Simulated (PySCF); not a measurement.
Al(F)(I)(Me), SMILES [I][Al]([F])[CH3] (CH3AlFI), PBE0/def2-SVP optimised geometry.

```
7

Al    -0.49     0.32     0.00
F     -1.35     1.74     0.00
I     -1.84    -1.74     0.00
C      1.44     0.32     0.00
H      1.83    -0.19    -0.90
H      1.83    -0.23     0.87
H      1.84     1.34     0.02
```

Density from PySCF with PBE0/def2-TZVP, def2 effective core potentials past Kr at that geometry. The core electrons that the potentials of I replace are not part of the density.

Minimum of the electron density along straight lines between bonded atoms, close to the bond critical point (lines longer than 1.1 times the sum of covalent radii, or with two minima, are not listed):

| bond | length / Å | ρ at the minimum / e bohr⁻³ | ∇²ρ there / e bohr⁻⁵ | position (fraction from the first atom) |
|---|---|---|---|---|
| Al1–F2 | 1.664 | 0.109 | ___ | 0.43 |
| Al1–I3 | 2.465 | ___ | 0.11 | 0.35 |
| Al1–C4 | 1.933 | ___ | 0.26 | 0.41 |
| C4–H5 | 1.102 | 0.264 | -0.85 | 0.64 |
| C4–H6 | 1.102 | 0.264 | -0.85 | 0.64 |
| C4–H7 | 1.101 | 0.266 | -0.87 | 0.64 |

Task: Some entries are withheld; supply them.

Result: 
- Al1–F2, ∇²ρ there / e bohr⁻⁵: 0.88
- Al1–I3, ρ at the minimum / e bohr⁻³: 0.059
- Al1–C4, ρ at the minimum / e bohr⁻³: 0.091
